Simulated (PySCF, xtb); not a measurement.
C₄H₁₀N, SMILES [CH2]CNCC, multiplicity 2. The values are those of a single conformer.

Harmonic wavenumbers (cm⁻¹) from GFN2-xTB (xtb) at its own minimum, in rising order: 52, 92, 180, 222, 287, 317, 444, 584, 773, 801, 838, 916, 1021, 1044, 1096, 1105, 1140, 1176, 1234, 1268, 1293, 1334, 1390, 1406, 1408, 1466, 1490, 1491, 1500, 2834, 2947, 2951, 2956, 3030, 3042, 3050, 3118, 3155, 3349.

Question: What does PBE-D3(BJ)/def2-SVP (PySCF) give at its own minimum? (Estimate from the structure and the level; the computed values follow.)

Answer: 83, 106, 136, 256, 272, 353, 456, 501, 733, 753, 791, 903, 971, 1041, 1060, 1098, 1103, 1152, 1215, 1260, 1301, 1318, 1353, 1374, 1389, 1407, 1424, 1436, 1450, 2841, 2881, 2964, 2965, 2969, 3053, 3074, 3075, 3187, 3410. Paired by order, the mean absolute difference is 33 cm⁻¹ and the zero-point energies are 82.6 and 81.6 kcal/mol.
